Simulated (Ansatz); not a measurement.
`C[SiH2]C(C)=S`. Charge 0, multiplicity 1.

Z-matrix (Å, degrees):
```
C
Si 1 1.857
H 1 1.093 2 110.2
H 1 1.091 2 110.6 3 120.3
H 1 1.091 2 110.6 3 -120.3
C 2 1.897 1 112.7 3 179.9
H 2 1.492 1 111.6 3 -59.9
H 2 1.492 1 111.6 3 59.8
S 6 1.620 2 119.8 1 -0.4
C 6 1.491 2 117.5 1 179.7
H 10 1.090 6 111.9 2 180.0
H 10 1.096 6 109.9 2 58.1
H 10 1.096 6 109.9 2 -58.1
```

(1) What are the harmonic wavenumbers in cm⁻¹ at PBE0-D4/def2-TZVP (Ansatz, finite differences of forces, unscaled)? (Estimate.)

(2) Is this a minimum?

(3) Give the ideal-gas thermochemistry at 298.15 K and 1 bar (rigid rotor, harmonic oscillator; point group Cs, symmetry number 1).

(4) And at 400, 500, 600, 800 and 1000 K?

Answers

(1) The calculation gave: 27, 126, 145, 148, 268, 310, 318, 496, 552, 673, 691, 756, 882, 882, 915, 939, 984, 1156, 1228, 1280, 1374, 1441, 1443, 1456, 1461, 2195, 2197, 3027, 3058, 3085, 3142, 3144, 3152.

(2) Yes, all 33 modes are real.

(3) Zero-point energy 256.9 kJ/mol; H(298) − E = 280.5 kJ/mol; entropy 372.7 J/(mol·K), of which translation 166.8, rotation 115.1, vibration 90.8; G(298) − E = 169.4 kJ/mol. Modes under 100 cm⁻¹ are hindered rotations or soft bends, so the harmonic entropy is rough.

(4) 
```
T (K)  H − E (kJ/mol)  S (J/mol/K)  G − E (kJ/mol)
  400           294.2        412.1           129.4
  500           310.0        447.3            86.4
  600           327.8        479.6            40.0
  800           368.0        537.2           -61.8
 1000           412.8        587.2          -174.3
```
